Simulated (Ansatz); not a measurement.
System: SnH, charge 0, multiplicity 2. 
Structure (B3LYP-D3(BJ)/def2-TZVP (Ansatz, a first-principles code) minimum search):
```
Sn
H 1 1.7863
```
Charge 0, spin multiplicity 2.

Parts of the frozen-core correlation energy in def2-SVP (Ansatz, hartree). Frozen orbitals: 9; correlated occupied orbitals by spin: 3 and 2; virtual: 19 and 20. Open shells are spin-unrestricted. Spin-orbit coupling is left out. In def2 rows, elements after Kr have scalar-relativistic effective core potentials.

```json
[
 {"term": "reference (HF)", "value": "-213.89719"},
 {"term": "MP2 opposite-spin", "value": "-0.04772"},
 {"term": "MP2 same-spin", "value": "?"},
 {"term": "CCSD correlation", "value": "?"},
 {"term": "(T)", "value": "?"},
 {"term": "CCSDT minus CCSD(T)", "value": "-0.00040"},
 {"term": "CCSDT(Q) minus CCSD(T)", "value": "-0.00043"},
 {"term": "T1 diagnostic", "value": "0.014"},
 {"term": "largest doubles amplitude", "value": "0.086"},
 {"term": "<S^2> of the reference", "value": "0.761"}
]
```

What belongs in the gaps?


- MP2 same-spin, value: -0.00597
- CCSD correlation, value: -0.07334
- (T), value: -0.00124
